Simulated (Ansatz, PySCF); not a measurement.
This PySCF input computes a PBE/def2-TZVPD energy:

```python
from pyscf import gto, scf, dft

mol = gto.M(
    atom='''
    As   -0.00000000   -0.00000000   -1.10258261
    As    0.00000000    0.00000000    1.10258261
    ''',
    basis='def2-tzvpd',
    charge=-1,
    spin=1,
    symmetry='D2h',
    verbose=4,
)

mf = dft.UKS(mol, xc='pbe').density_fit(auxbasis='def2-universal-jkfit')
mf.grids.level = 3
mf.conv_tol = 1e-9
mf.max_cycle = 100
mf.max_memory = 1500
mf.kernel()
if not mf.converged:
    mf = mf.newton()
    mf.kernel(mf.make_rdm1())
mf.analyze()
```

Write an input for the same energy in Ansatz (a first-principles code) and say what it gives.


Ansatz 0.2 input:
```yaml
crystal:
  periodic: [false, false, false]
  atoms:
    - {symbol: As, position_ang: [-0.00000000, -0.00000000, -1.10258261]}
    - {symbol: As, position_ang: [0.00000000, 0.00000000, 1.10258261]}
basis:
  gaussian:
    orbitals: def2-TZVPD
hamiltonian:
  xc: {name: PBE}
total_charge: -1
magnetization: {spin_polarized: true, initial_magnetization: 1}
output: {forces: true}
```
It gives -4471.12362 Eh, and PySCF -4471.12404 Eh, a difference of 0.42 mEh, from the treatment of integrals and grids.
